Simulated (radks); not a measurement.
Neutral barium inside a hard spherical wall (all orbitals vanish at R), configuration held at [Xe] 6s2 and not refilled when levels cross. Calculated with a radial shooting solver on a logarithmic mesh with Libxc functionals: scalar-relativistic Kohn-Sham, LDA (Slater exchange, VWN5 correlation), spin-unpolarised, spherical densities, finite nucleus; Fermi nuclear charge, rms radius 4.8378 fm. Eigenvalues in eV, with the zero of energy where the potential of the charges vanishes at infinity; a dash marks a level that is unbound or too diffuse for the functional's potential to be trusted. A positive occupied level is held by the wall or, in an anion where self-interaction has pushed it up, behind a barrier. The pressure on the wall is -dE/dV.

| R (bohr) | E (hartree) | kinetic (hartree) | e(4d) | e(5s) | e(5p) | e(6s) | e(5d, empty) | e(6p, empty) | pressure (GPa) |
|---|---|---|---|---|---|---|---|---|---|
| free | -8129.0011 | 8578.628 | -89.663 | -33.807 | -18.810 | -3.346 | -2.134 | -1.278 | 0 |
| 20 | -8129.0011 | 8578.628 | -89.663 | -33.807 | -18.810 | -3.346 | -2.134 | -1.278 | < 0.0001 |
| 15 | -8129.0010 | 8578.628 | -89.656 | -33.800 | -18.803 | -3.341 | -2.128 | -1.256 | 0.000555 |
| 10 | -8128.9954 | 8578.672 | -89.350 | -33.505 | -18.516 | -3.098 | -1.876 | -0.747 | 0.118 |
| 8 | -8128.9688 | 8578.818 | -88.602 | -32.794 | -17.831 | -2.360 | -1.236 | 0.514 | 1.01 |
| 6 | -8128.8185 | 8579.443 | -86.536 | -30.913 | -16.053 | 0.634 | 0.763 | 5.089 | 10.7 |
| 4 | -8127.5993 | 8584.086 | -78.298 | -24.352 | -9.627 | 18.300 | 9.768 | 28.286 | 247 |
| 3 | -8123.5918 | 8598.101 | -62.556 | -11.619 | 4.650 | 61.618 | 29.964 | 78.585 | 2130 |
| 2.5 | -8116.8959 | 8619.353 | -46.160 | 5.285 | 24.637 | 119.83 | 57.096 | 142.63 | 7800 |
| 2 | -8098.1904 | 8675.382 | -15.931 | 48.598 | 75.338 | 253.05 | 120.99 | 284.39 | 36800 |
| 1.5 | -8032.1313 | 8862.188 | 57.578 | 196.98 | 239.86 | 620.82 | 304.77 | 663.10 | 261000 |
